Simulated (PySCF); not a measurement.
## Electron correlation in Cr⁺ (chromium, charge +1)

[Ar] 3d4 4s1, high-spin 6D determinant (an excited configuration). Calculation: PySCF 2.14, in aug-cc-pVDZ (7s6p4d2f, 59 functions); no relativity, point nucleus. Frozen: [Ar]; 5 electrons correlated.

```json
{"level": "CCSD", "correlation energy (mhartree)": "-49.32"}
{"level": "(T)", "correlation energy (mhartree)": "-0.44"}
{"level": "CCSD(T)", "correlation energy (mhartree)": "-49.76"}
```

Diagnostics: T1 = 0.0079, D1 = 0.0127, largest double amplitude 0.030.

**Question.** Is a single reference adequate?

**Answer.** Yes: T1 lies below 0.03 and no double amplitude reaches 0.07.
